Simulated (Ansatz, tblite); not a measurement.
Cost and result up the ladder for the cluster PbSe2 (3 atoms). The state is a singlet with charge 0. Geometry: r2SCAN-D4/def2-TZVP.

Cartesian coordinates in Å:
```
Pb 1.3545 0.4487 0.5967
Se -1.2115 -0.0503 0.7833
Se -0.1431 -0.3985 -1.3800
```

Ansatz on 4 threads of AMD EPYC 7B13 on a shared host; xTB runs through tblite on one thread. Times are rough, summed over both states, and most runs start from the orbitals of an earlier one. PBE0-D4/def2-TZVP serves as the yardstick here, not as an exact answer. The other state is a doublet.

In the def2 sets Pb takes a core potential; there is no spin–orbit coupling. The xTB rows come from tblite. The structure comes from a short search, and lower isomers may exist.

Raw xTB energies of ions are shifted by several eV.

| level | functions | wall time | vertical IE (eV) | difference from PBE0-D4/def2-TZVP (eV) |
| --- | --- | --- | --- | --- |
| GFN1-xTB | 22 | 0.004 s | 11.58 | 4.08 |
| GFN2-xTB | 22 | 0.004 s | 12.37 | 4.86 |
| PBE-D4/def2-TZVP | 146 | 3.1 s | 7.41 | -0.10 |
| PBE0-D4/def2-TZVP | 146 | 5.8 s | 7.51 | 0.00 |
| r2SCAN-D4/def2-TZVP (with forces) | 146 | 6.4 s | 7.50 | -0.01 |
